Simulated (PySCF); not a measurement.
Worked example: entropy of an ideal gas

GeSe, SMILES [Ge]=[Se] (connectivity only; charge and spin as stated), neutral, multiplicity 1.

Coordinates come from a PBE-D3(BJ)/def2-TZVP optimisation.

PBE-D3(BJ)/def2-TZVP run with PySCF 2.14.0 gives the harmonic wavenumbers 395 cm⁻¹ and the rotational temperature 0.1365 K. The molar mass is 151.60 g/mol, the symmetry number 1, the spin multiplicity 1.

Task: Work out the entropy at 298.15 K and 1 atm in the rigid-rotor, harmonic-oscillator model.

Result: 
Translation (Sackur–Tetrode at 1 atm): S = R[1.5 ln M + 2.5 ln T − 1.16487] = 171.4 J/(mol K).
Rotation: q = T/(σ θ) = 2180, S = R[ln q + 1] = 72.2 J/(mol K).
Vibration: with u = 1.4388 ν/T, each mode gives R[u/(e^u − 1) − ln(1 − e^−u)]:
```csv
ν (cm⁻¹),modes,u,S (J/(mol K))
395,1,1.91,4.11
```
These are all the modes. Sum 4.1 J/(mol K).
Spin: R ln 1 = 0.0 J/(mol K).
Total 247.7 J/(mol K); the program's own thermochemistry gives 247.7. Translation makes up 69 % and vibration 2 %. Anharmonicity, hindered rotation and orbital degeneracy are left out.
